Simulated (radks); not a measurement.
Q: Neutral cerium: order these configurations by energy. All-electron calculation, Dirac Kohn-Sham, BLYP, spin-unpolarised, spherical densities, finite nucleus; Fermi nuclear charge, rms radius of each element as measured or else 0.836 A^(1/3) + 0.57 fm. Program: a radial shooting solver on a logarithmic mesh with Libxc functionals. Sub-shells are occupied by j as written (lower j first in brackets). [Xe] 4f(5/2: 1, 7/2: 0) 5d(3/2: 1, 5/2: 0) 6s1 6p(1/2: 1, 3/2: 0); [Xe] 4f(5/2: 1, 7/2: 0) 5d(3/2: 1, 5/2: 0) 6s2; [Xe] 4f(5/2: 1, 7/2: 0) 5d(3/2: 2, 5/2: 0) 6s1; [Xe] 4f(5/2: 1, 7/2: 0) 6s2 6p(1/2: 1, 3/2: 0); [Xe] 4f(5/2: 2, 7/2: 0) 6s1 6p(1/2: 1, 3/2: 0); [Xe] 4f(5/2: 2, 7/2: 0) 6s2; [Xe] 4f(5/2: 3, 7/2: 0) 6s1.

A: From the lowest, in eV above it: [Xe] 4f(5/2: 2, 7/2: 0) 6s2 0.000; [Xe] 4f(5/2: 1, 7/2: 0) 5d(3/2: 1, 5/2: 0) 6s2 0.227; [Xe] 4f(5/2: 1, 7/2: 0) 5d(3/2: 2, 5/2: 0) 6s1 1.083; [Xe] 4f(5/2: 2, 7/2: 0) 6s1 6p(1/2: 1, 3/2: 0) 2.132; [Xe] 4f(5/2: 1, 7/2: 0) 6s2 6p(1/2: 1, 3/2: 0) 2.474; [Xe] 4f(5/2: 1, 7/2: 0) 5d(3/2: 1, 5/2: 0) 6s1 6p(1/2: 1, 3/2: 0) 2.553; [Xe] 4f(5/2: 3, 7/2: 0) 6s1 3.605.
